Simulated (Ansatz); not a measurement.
Gas-phase reaction in SMILES: CNB(C)C -> CB(C)[NH] + [CH3] (CH3) (the C-N bond at the site shown breaks; other sites are not compared here)
Each molecule is optimised on its own at B3LYP-D3(BJ)/def2-TZVP (Ansatz, a first-principles code), one conformer each, not searched for the lowest.
Geometry of the first species:
SMILES: CNB(C)C
```xyz
15

C      1.6089    -1.1548     0.5939
N      0.9805    -0.0611    -0.1237
B     -0.3732     0.2964    -0.1719
C     -0.7904     1.5639    -1.0203
C     -1.4710    -0.5258     0.6212
H      2.3315    -0.7888     1.3293
H      2.1331    -1.8334    -0.0854
H      0.8543    -1.7287     1.1266
H      1.6365     0.5092    -0.6359
H     -1.3487     2.2761    -0.4037
H      0.0481     2.1013    -1.4718
H     -1.4723     1.2752    -1.8273
H     -1.3024    -1.6054     0.6248
H     -2.4740    -0.3484     0.2282
H     -1.4885    -0.2108     1.6713
```
Charge 0, spin multiplicity 1.

Property: bond dissociation energy (electronic energy difference), in kcal/mol. Cores are frozen in the correlated levels unless marked. UHF or UKS for open shells. No spin-orbit coupling. Non-relativistic unless marked X2C. CBS marks a two-point X^-3 extrapolation of the correlation energy; Hartree-Fock from the larger set.

```
level                                program  bond dissociation energy (kcal/mol)
----------------------------  --------------  -----------------------------------
HF/cc-pVTZ                            Ansatz                                 67.5
SVWN5/def2-TZVPD                      Ansatz                                118.3
B2GP-PLYP-D4/def2-TZVPD       Ansatz + dftd4                                 99.9
RPA@PBE/cc-pVQZ                       Ansatz                                 99.2
MP2/STO-3G                            Ansatz                                114.9
MP2/cc-pVQZ                           Ansatz                                109.3
CCSD/aug-cc-pVDZ                      Ansatz                                 95.8
CCSD/cc-pVDZ                          Ansatz                                 96.7
X2C-CCSD(T)/cc-pVTZ-DK                Ansatz                                100.5
CCSD(T)/CBS(cc-pVTZ,cc-pVQZ)          Ansatz                                102.4
```
